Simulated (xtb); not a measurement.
Cl$_{4}$Te (SMILES Cl[Te](Cl)(Cl)Cl), singlet, geometry from GFN2-xTB; GFN2-xTB (xtb).

xtb was given this input:
```
$ xtb mol.xyz --gfn 2 --grad --json

# file mol.xyz
5

Te    -0.00534842     0.01223355     0.48327654
Cl     1.16596908    -1.49075955    -0.82644836
Cl     1.90421897     1.50336856     0.12041395
Cl    -1.14657041     1.44638856    -0.92639152
Cl    -1.90725777    -1.49641785     0.15416827
```

**Question.** Predict the main parts of the log of this xtb run.

**Answer.** 
```
   ID    Z sym.   atoms
    1   52 Te     1
    2   17 Cl     2-5

           -------------------------------------------------
          |                Calculation Setup                |
           -------------------------------------------------

           -------------------------------------------------
          |                 G F N 2 - x T B                 |
           -------------------------------------------------

          ...................................................
          :                      SETUP                      :
          :.................................................:
          :  # basis functions                  50          :
          :  # atomic orbitals                  45          :
          :  # shells                           15          :
          :  # electrons                        34          :
          :  max. iterations                   250          :
          :  Hamiltonian                  GFN2-xTB          :
          :  restarted?                      false          :
          :  GBSA solvation                  false          :
          :  PC potential                    false          :
          :  electronic temp.          300.0000000     K    :
          :  accuracy                    1.0000000          :
          :  -> integral cutoff          0.2500000E+02      :
          :  -> integral neglect         0.1000000E-07      :
          :  -> SCF convergence          0.1000000E-05 Eh   :
          :  -> wf. convergence          0.1000000E-03 e    :
          :  Broyden damping             0.4000000          :
          :  net charge                          0          :
          :  unpaired electrons                  0          :
          ...................................................

 iter      E             dE          RMSdq      gap      omega  full diag
   1    -20.7578685 -0.207579E+02  0.133E+01    3.08       0.0  T
   2    -18.9746022  0.178327E+01  0.158E+01    7.46       1.0  T
   3    -21.3393524 -0.236475E+01  0.763E+00    3.13       1.0  T
   4    -21.0980553  0.241297E+00  0.715E+00    2.60       1.0  T
   5    -21.2457659 -0.147711E+00  0.373E+00    4.18       1.0  T
   6    -21.4053750 -0.159609E+00  0.989E-01    3.60       1.0  T
   7    -21.4072183 -0.184325E-02  0.826E-01    3.58       1.0  T
   8    -21.4121572 -0.493894E-02  0.310E-01    3.50       1.0  T
   9    -21.4131056 -0.948416E-03  0.395E-02    3.46       1.1  T
  10    -21.4131056 -0.165251E-09  0.398E-02    3.45       1.1  T
  11    -21.4131196 -0.140158E-04  0.894E-03    3.45       5.0  T
  12    -21.4131198 -0.223083E-06  0.626E-03    3.45       7.1  T
  13    -21.4131198  0.401064E-07  0.459E-03    3.45       9.7  T
  14    -21.4131199 -0.987612E-07  0.228E-03    3.45      19.6  T
  15    -21.4131199 -0.712742E-08  0.108E-03    3.45      41.5  T
  16    -21.4131199 -0.103418E-07  0.143E-04    3.45     313.5  T
  17    -21.4131199  0.576151E-08  0.754E-04    3.45      59.4  T

   *** convergence criteria satisfied after 17 iterations ***

         :::::::::::::::::::::::::::::::::::::::::::::::::::::
         ::                     SUMMARY                     ::
         :::::::::::::::::::::::::::::::::::::::::::::::::::::
         :: total energy             -21.407763921485 Eh    ::
         :: gradient norm              0.000017155517 Eh/a0 ::
         :: HOMO-LUMO gap              3.452484882995 eV    ::
         ::.................................................::
         :: SCC energy               -21.413116441953 Eh    ::
         :: -> isotropic ES            0.021206513797 Eh    ::
         :: -> anisotropic ES          0.003911125968 Eh    ::
         :: -> anisotropic XC         -0.002720483124 Eh    ::
         :: -> dispersion             -0.007671791813 Eh    ::
         :: repulsion energy           0.005352520468 Eh    ::
         :: add. restraining           0.000000000000 Eh    ::
[...]
         7        2.0000           -0.5463848             -14.8679
         8        2.0000           -0.5427409             -14.7687
         9        2.0000           -0.4940480             -13.4437
        10        2.0000           -0.4883092             -13.2876
        11        2.0000           -0.4843570             -13.1800
        12        2.0000           -0.4806341             -13.0787
        13        2.0000           -0.4485685             -12.2062
        14        2.0000           -0.4466566             -12.1541
        15        2.0000           -0.4443598             -12.0916
        16        2.0000           -0.4428498             -12.0506
        17        2.0000           -0.4331278             -11.7860 (HOMO)
        18                         -0.3062513              -8.3335 (LUMO)
        19                         -0.2812571              -7.6534
        20                         -0.2387466              -6.4966
        21                         -0.0379576              -1.0329
        22                         -0.0377190              -1.0264
        23                         -0.0376093              -1.0234
        24                         -0.0350056              -0.9526
        25                         -0.0348716              -0.9489
        26                         -0.0347658              -0.9460
        27                         -0.0347252              -0.9449
        28                         -0.0332723              -0.9054
       ...                                ...                  ...
        45                          1.3807292              37.5716
      -------------------------------------------------------------
                  HL-Gap            0.1268765 Eh            3.4525 eV
             Fermi-level           -0.3696896 Eh          -10.0598 eV

     #   Z          covCN         q      C6AA      α(0)
     1  52 Te       3.259     0.299   398.350    36.888
     2  17 Cl       0.843     0.021    98.517    15.184
     3  17 Cl       0.823    -0.170   104.400    15.631
     4  17 Cl       0.843     0.021    98.517    15.184
     5  17 Cl       0.823    -0.170   104.400    15.631

 Mol. C6AA /au·bohr⁶  :       3608.078151
 Mol. C8AA /au·bohr⁸  :     211415.704786
 Mol. α(0) /au        :         98.517743

Wiberg/Mayer (AO) data.
largest (>0.10) Wiberg bond orders for each atom

 ---------------------------------------------------------------------------
     #   Z sym  total        # sym  WBO       # sym  WBO       # sym  WBO
 ---------------------------------------------------------------------------
     1  52 Te   4.583 --     2 Cl   1.245     4 Cl   1.245     5 Cl   1.046
                             3 Cl   1.046
     2  17 Cl   1.460 --     1 Te   1.245
     3  17 Cl   1.308 --     1 Te   1.046     5 Cl   0.125
     4  17 Cl   1.460 --     1 Te   1.245
     5  17 Cl   1.308 --     1 Te   1.046     3 Cl   0.125
 ---------------------------------------------------------------------------

Topologies differ in total number of bonds
Writing topology from bond orders to xtbtopo.mol

molecular dipole:
                 x           y           z       tot (Debye)
 q only:       -0.001       0.003       0.116
   full:       -0.005       0.012       0.484       1.231
molecular quadrupole (traceless):
                xx          xy          yy          xz          yz          zz
 q only:       -3.179      -5.587      -0.477       0.066       0.043       3.656
  q+dip:       -4.629      -6.554      -1.458       0.047       0.119       6.087
   full:       -5.501      -7.904      -1.678       0.060       0.137       7.179

           -------------------------------------------------
          | TOTAL ENERGY              -21.407763921485 Eh   |
          | GRADIENT NORM               0.000017155517 Eh/α |
          | HOMO-LUMO GAP               3.452484882995 eV   |
           -------------------------------------------------

normal termination of xtb
```
